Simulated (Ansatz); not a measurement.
Ansatz (a quantum-chemistry and plane-wave program) input:

Ansatz 0.2 input:
```yaml
crystal:
  periodic: [false, false, false]
  atoms:
    - {symbol: Zn, position_ang: [0.00000000, 0.00000000, 0.00000000]}
    - {symbol: F, position_ang: [-0.00000000, -0.00000000, -1.74052805]}
    - {symbol: F, position_ang: [0.00000000, 0.00000000, 1.74052805]}
basis:
  gaussian:
    orbitals: def2-SVPD
magnetization: {spin_polarized: false}
correlation: {method: ccsd_t, electrons: outside_noble_gas}
output: {forces: true}
```

Which total energy does the run end on?

-1977.06541 Eh (CCSD(T)/def2-SVPD). The basis has 80 functions.
